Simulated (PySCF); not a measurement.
**Calculated properties of `Cc1cncn1[SiH3]`**

Compound: C₄H₈N₂Si.
Numbering: `[CH3:1][c:2]1[cH:3][n:4][cH:5][n:6]1[SiH3:7]` (hydrogens: H8, H9, H10 on C1; H11 on C3; H12 on C5; H13, H14, H15 on Si7)

Cartesian coordinates in Å at the GFN2-xTB level; atoms count from 1:
```
atom  x, y, z in Å
C1    -1.1061   -1.4395    0.3314
C2    -0.8193    0.0026    0.1281
C3    -1.6407    1.0889    0.1382
N4    -0.9220    2.2262   -0.1005
C5     0.3009    1.8334   -0.2505
N6     0.4529    0.4788   -0.1253
Si7    1.9386   -0.4335   -0.2599
H8    -2.1682   -1.5762    0.5175
H9    -0.5476   -1.8286    1.1829
H10   -0.8277   -2.0173   -0.5500
H11   -2.6990    1.1318    0.3010
H12    1.1303    2.4804   -0.4530
H13    2.9647    0.5669   -0.5300
H14    1.7825   -1.3816   -1.3632
H15    2.1564   -1.1241    1.0114
```

Some functional groups and rings: pyridine-type ring nitrogen, pyrrole-type ring nitrogen and Si–H bond.

From GFN2-xTB geometry:

```yaml
Point_group_of_the_GFN2-xTB_geometry: Cs
Rotational_constants_A_B_C_of_the_GFN2-xTB_geometry: 3.529, 2.092, 1.345 GHz
```

CAM-B3LYP/def2-SVPD ground state and vertical TDDFT (core frozen in the response) (PySCF):

```yaml
Dipole_moment: 3.87 D
HOMO_energy: -7.72 eV
LUMO_energy: 0.84 eV
HOMO–LUMO_gap: 8.56 eV
Lowest_singlet_excitation: 5.86 eV (211 nm, f = 0.000)
Strongest_line_among_the_8_lowest_singlet_transitions: S2 at 6.32 eV (196 nm, f = 0.167)
Lowest_triplet_excitation_Tamm–Dancoff: 4.37 eV
Static_isotropic_polarisability: 82.5 au
Electronic_spatial_extent_⟨r²⟩_about_the_centre_of_nuclear_charge: 900 bohr²
```

**PBE0/pcSseg-1 ground state and GIAO shieldings, non-relativistic (PySCF)**

```yaml
Lowest_Hirshfeld_atomic_charge: -0.21 e on N4
Highest_Hirshfeld_atomic_charge: +0.39 e on Si7
13C_chemical_shifts_computed_TMS_as_zero_by_class: 144.4 (C5), 136.6 (C3), 134.4 (C2), 12.3 (C1) ppm
1H_chemical_shifts_computed_TMS_as_zero_by_class: 7.20 (H12), 7.15 (H11), 5.03 (H13/H14/H15), 2.48 (H8/H9/H10) ppm
Isotropic_shieldings_of_nuclei_other_than_C_and_H_by_class: -45 (N4), 91 (N6), 408 (Si7) ppm
Mayer_bond_orders_between_heavy_atoms: C1–C2 1.07, C2–C3 1.59, C3–N4 1.32, N4–C5 1.68, C5–N6 1.14, N6–Si7 0.83, N6–C2 1.05
```

Monoisotopic mass (most abundant isotopes): 112.0457 u.

The rotational constants make it an asymmetric top with κ = (2B − A − C)/(A − C) = -0.32, nearer the prolate limit (−1). The largest Löwdin shares of the HOMO are 0.27 on C2, 0.23 on C3, 0.20 on C5 and 0.10 on N4. No computed singlet falls in the visible range (750 to 380 nm, 1.65 to 3.26 eV); S1 lies 2.60 eV above its blue end. S1 lies 2.70 eV below the HOMO–LUMO gap; its leading configuration is HOMO→LUMO, weight 0.95. The 8 singlets span 5.86 to 7.27 eV, and their oscillator strengths add up to 0.21. With B = h/(8π²I), that is 505.379 GHz u Å² over I, the principal moments of inertia are 143.2, 241.5 and 375.7 u Å² (most abundant isotopes).

Geometry: GFN2-xTB; no solvent or vibrations. NMR classes are plain means over equivalent atoms (diastereotopic ones count apart unless rotation or inversion swaps them), as if these changed places fast; in this geometry the members of some classes differ.
